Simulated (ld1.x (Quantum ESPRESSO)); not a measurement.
**PBE ultrasoft dataset for bromine, scalar-relativistic all-electron reference.**

* Element: Br
* Generator: ld1.x (Quantum ESPRESSO) 7.5
* Type: ultrasoft
* Functional: PBE
* Relativity: scalar-relativistic
* Frozen core: [Ar]
* Valence charge: 17
* Reference configuration: 3d10 4s2 4p5
* Partial waves: 4s (bound): rcut 1.40, rcutus 1.70 bohr; 4s channel at 2.4 Ry: rcut 1.40, rcutus 1.70 bohr; 4p (bound): rcut 1.05, rcutus 1.35 bohr; 4p channel at 0.2 Ry: rcut 1.05, rcutus 1.35 bohr; 3d (bound): rcut 1.00, rcutus 1.10 bohr; 3d channel at -3.05 Ry: rcut 1.00, rcutus 1.10 bohr
* Local potential: all-electron potential smoothed inside 1.50 bohr (lloc = -1)
* Core correction: a·sin(br)/r model core, default radius (core density twice the valence density)
* Augmentation charge: PSQ, radius 1.00 bohr

All-electron outer shells of the reference configuration (PBE, scalar-relativistic, ld1.x):

```json
{"shell": "3s", "level (eV)": "-238.08", "outermost node (bohr)": "0.23", "outermost maximum (bohr)": "0.48"}
{"shell": "3p", "level (eV)": "-173.49", "outermost node (bohr)": "0.21", "outermost maximum (bohr)": "0.48"}
{"shell": "3d", "level (eV)": "-66.72", "outermost node (bohr)": "–", "outermost maximum (bohr)": "0.43"}
{"shell": "4s", "level (eV)": "-20.13", "outermost node (bohr)": "0.67", "outermost maximum (bohr)": "1.41"}
{"shell": "4p", "level (eV)": "-7.86", "outermost node (bohr)": "0.70", "outermost maximum (bohr)": "1.66"}
```

(1) Estimate the cutoffs (Ry, on a coarse ladder) from which the occupation-weighted sum of valence levels, in a spherical-Bessel basis at the reference potential, stays within 10 and 1 mRy of its value at 400 Ry.

(2) What does a ghost test show?

(3) Is the overlap operator S = 1 + Σ q|β⟩⟨β| positive definite (Bessel basis up to 400 Ry)?

(4) Which valence shell sets the plane-wave cutoff?

Answers

(1) 140 Ry and 200 Ry.

(2) No extra level below or beside the all-electron valence levels (s, p, d, f tested).

(3) Yes: its lowest eigenvalue is 0.40 (s channel).

(4) 3d: its level needs 140 Ry to come within 1 mRy, against 30 Ry for 4p.

Its largest configuration-test error is -16 meV (3d10 4s2 4p2). Test run stopped at test 5 of 7 (negative rho).
